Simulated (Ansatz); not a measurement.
Calculated with Ansatz (gas phase, PBE0-D4/def2-TZVP geometries, no zero-point term in ΔE). CCSD(T)/CBS is the MP2 limit (def2-TZVPP, def2-QZVPP) plus CCSD(T) − MP2 in def2-TZVPP, frozen cores. This one scheme is used for every species. Functionals use def2-TZVPP. B3LYP here is the variant with VWN-RPA as its local correlation; programs differ in this. For Ge outer-core shells are correlated without core-valence functions, which leaves a few kJ/mol of doubt a bond. Scalar relativity is left out up to krypton. One conformer a species, not always the lowest.

Reaction (cleavage of the Si–Ge bond): `N[SiH](Cl)[GeH2][F]` + H₂S → `N[SiH](S)Cl` + `[F][GeH3]`

`N[SiH](Cl)[GeH2][F]`:

Cartesian coordinates in Å:
```
N -1.242 0.270 1.300
Si -0.823 -0.186 -0.280
Cl -1.095 -2.199 -0.730
Ge 1.513 0.122 -0.637
F 1.885 1.818 -0.415
H -0.691 -0.001 2.097
H -2.199 0.461 1.552
H -1.693 0.561 -1.216
H 2.377 -0.625 0.396
H 1.967 -0.219 -2.066
```

H₂S:

```xyz
3

S    -0.588    0.189    0.045
H     0.440    0.531   -0.745
H     0.149   -0.720    0.700
```

`N[SiH](S)Cl`:

Cartesian coordinates in Å:
```
N 0.842 -1.019 0.517
Si 0.004 0.404 0.141
S -0.296 0.347 -1.960
Cl -1.846 0.640 1.038
H 1.378 -1.091 1.367
H 0.519 -1.917 0.193
H 0.810 1.542 0.627
H -1.410 1.096 -1.923
```

`[F][GeH3]`:

Cartesian coordinates in Å:
```
F 1.477 0.272 -0.685
Ge -0.081 -0.015 0.038
H -0.468 1.284 0.755
H -1.033 -0.354 -1.116
H 0.105 -1.187 1.008
```

```
             level  ΔE (kJ/mol)
          B3LYP-D4        -52.6
           ωB97M-V        -59.2
            B2PLYP        -57.7
            r2SCAN        -58.2
     HF/def2-QZVPP        -64.8
    MP2/def2-QZVPP        -65.0
SCS-MP2/def2-QZVPP        -63.5
    CCSD/CBS(def2)        -56.9
```

Task: What does CCSD(T)/CBS give? (Best estimate.)

Result: Computed: -57.2 kJ/mol. The listed levels differ from it by 4.6, -2.0, -0.5, -1.0, -7.6, -7.8, -6.3, 0.3 kJ/mol.

Largest T1 diagnostic among the species: 0.012.

From PBE to PBE0 (25 % exact exchange), in def2-TZVPP and without D4, ΔE moves by −4.9 kJ/mol.
